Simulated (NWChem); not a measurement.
# GeH₄O; SMILES [OH][GeH3]

All runs: NWChem. Structure relaxed at the PBE0/def2-SVP level. Ions are spin-unrestricted doublets at the neutral geometry; other ion states weren't tried. Functional: LC-ωPBE (HJS hole) with def2-SVP; the question gives the range parameter ω in 1/bohr.

Predict the results for range parameter (1/bohr) 0.30. Quantities: vertical ionisation energy, ΔSCF (eV); −ε(HOMO) (eV).


| Property | Value |
|---|---|
| vertical ionisation energy, ΔSCF (eV) | 10.94 |
| −ε(HOMO) (eV) | 10.28 |
